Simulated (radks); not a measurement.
Species: Mn IV. Configuration: [Ar] 3d4. All-electron calculation, scalar-relativistic Kohn-Sham, HCTH/407, spin-polarised, spherical densities, finite nucleus; open shells are filled with parallel spins first; Fermi nuclear charge, rms radius 3.7057 fm. Program: a radial shooting solver on a logarithmic mesh with Libxc functionals.

Local quantities along the radius. ELF = 1/(1 + alpha^2) is the electron localisation function; alpha = (tau - tau_W)/tau_unif compares the Pauli kinetic energy density with that of the uniform gas (summed over spins); -r V(r) is the screened charge that the Kohn-Sham potential of spin up presents (atomic units); s = |grad rho|/(2 (3 pi^2)^(1/3) rho^(4/3)) is the reduced gradient; r v_xc is r times the local exchange-correlation potential of spin up (hartree bohr). tau is taken from the large components.

r (bohr)	ELF	alpha	-r V(r)	s	r v_xc
0.002982	1.000	0.01615	24.73	0.4594	-0.05915
0.003883	1.000	0.01684	24.66	0.4477	-0.07851
0.005016	1.000	0.01794	24.56	0.4422	-0.1021
0.006531	1.000	0.01970	24.42	0.4421	-0.1322
0.008505	1.000	0.02241	24.25	0.4479	-0.1691
0.01107	0.999	0.02663	24.03	0.4602	-0.2134
0.01431	0.999	0.03321	23.75	0.4795	-0.2636
0.01863	0.998	0.04474	23.38	0.5090	-0.3220
0.02426	0.996	0.06597	22.92	0.5512	-0.3847
0.03133	0.989	0.1071	22.37	0.6073	-0.4453
0.0408	0.961	0.2009	21.67	0.6822	-0.4994
0.05312	0.845	0.4283	20.82	0.7611	-0.5322
0.06862	0.541	0.9208	19.82	0.7819	-0.5322
0.08936	0.292	1.557	18.63	0.6245	-0.5412
0.1164	0.343	1.383	17.34	0.3654	-0.6382
0.1515	0.626	0.7730	15.90	0.2992	-0.7683
0.1957	0.807	0.4888	14.39	0.4062	-0.8823
0.2548	0.810	0.4840	12.76	0.6073	-0.9282
0.3318	0.497	1.005	11.06	0.8282	-0.8543
0.4286	0.165	2.252	9.434	0.6216	-0.7861
0.5582	0.406	1.209	7.956	0.2166	-0.9737
0.7268	0.769	0.5479	6.550	0.3403	-1.159
0.9388	0.800	0.4994	5.367	0.5912	-1.183
1.222	0.658	0.7215	4.514	0.9673	-1.069
1.592	0.327	1.433	3.917	1.609	-0.7916
2.073	0.077	3.468	3.464	2.872	-0.4387
2.677	0.011	9.452	3.295	5.612	-0.2914
3.486	0.001	33.15	3.501	13.10	-0.5011
4.54	0.000	199.2	3.282	42.83	-0.2820

On this mesh the ELF has minima near r = 0.10, 0.43 bohr, which separate the shells, and maxima near 0.22 (0.83), 0.83 (0.81).
